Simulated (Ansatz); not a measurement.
Relaxation of a periodic cell of 17 atoms, Li$_{16}$O (host Li, host structure bcc, interstitial O), to a largest force component of 0.08 eV/Å in at most 25 steps.

Level of theory: Ansatz 0.2.0, DFT PBEsol, scalar-relativistic, plane waves, PAW. Settings: accuracy low, cutoff 420 eV, k mesh 2x2x2, fermi-dirac smearing 0.1 eV, no spin polarisation.

```xyz
17
Lattice="6.9800 0.0000 0.0000 0.0000 6.9800 0.0000 0.0000 0.0000 6.9800" Properties=species:S:1:pos:R:3
Li 0.000 0.000 0.000
Li 3.490 0.000 0.000
Li 0.000 3.490 0.000
Li 0.000 0.000 3.490
Li 1.745 1.745 1.745
Li 3.490 3.490 0.000
Li 3.490 0.000 3.490
Li 5.235 1.745 1.745
Li 0.000 3.490 3.490
Li 1.745 5.235 1.745
Li 1.745 1.745 5.235
Li 3.490 3.490 3.490
Li 5.235 5.235 1.745
Li 5.235 1.745 5.235
Li 1.745 5.235 5.235
Li 5.235 5.235 5.235
O 1.744 -0.098 0.893
```

Task: Where does it end, and by what steps?

Result: The run converged. The threshold is loose, so the end isn't yet a minimum. The force dipped under the threshold on the way, but the program's further checks kept it going. Limits of this set-up: coarse k mesh, low accuracy level. After 8 steps the energy has fallen by 1.122 eV; O17 moved furthest, 0.80 Å. Joined: Li1–Li2, Li1–Li4, Li2–Li7, Li4–Li7, Li4–O17, Li7–O17.

```json
{"step": "0", "energy less start (eV)": "0.0000", "largest force component (eV/Å)": "0.882", "accepted": "yes"}
{"step": "1", "energy less start (eV)": "-0.3552", "largest force component (eV/Å)": "0.409", "accepted": "yes"}
{"step": "2", "energy less start (eV)": "-0.5013", "largest force component (eV/Å)": "0.417", "accepted": "yes"}
{"step": "3", "energy less start (eV)": "-0.6294", "largest force component (eV/Å)": "0.540", "accepted": "yes"}
{"step": "4", "energy less start (eV)": "-0.7835", "largest force component (eV/Å)": "0.681", "accepted": "yes"}
{"step": "5", "energy less start (eV)": "-0.9838", "largest force component (eV/Å)": "0.462", "accepted": "yes"}
{"step": "6", "energy less start (eV)": "-1.0783", "largest force component (eV/Å)": "0.398", "accepted": "yes"}
{"step": "7", "energy less start (eV)": "-1.1224", "largest force component (eV/Å)": "0.014", "accepted": "yes"}
{"step": "8", "energy less start (eV)": "-1.1225", "largest force component (eV/Å)": "0.014", "accepted": "yes"}
```

```xyz
17
Lattice="6.9800 0.0000 0.0000 0.0000 6.9800 0.0000 0.0000 0.0000 6.9800" Properties=species:S:1:pos:R:3
Li 0.379 0.003 0.345
Li 3.111 0.003 0.345
Li -0.142 3.478 -0.206
Li 0.398 -0.014 3.041
Li 1.745 1.890 1.691
Li 3.632 3.478 -0.206
Li 3.092 -0.014 3.041
Li 5.235 1.787 1.737
Li -0.106 3.490 3.599
Li 1.745 5.079 1.674
Li 1.745 1.734 5.182
Li 3.596 3.490 3.599
Li 5.235 5.178 1.718
Li 5.235 1.427 5.157
Li 1.745 5.234 5.200
Li 5.235 5.542 5.172
O 1.745 -0.005 1.684
```

Run time: 44 s on 1 thread of Arm Neoverse V1, on a shared host, peak memory 0.5 GiB.
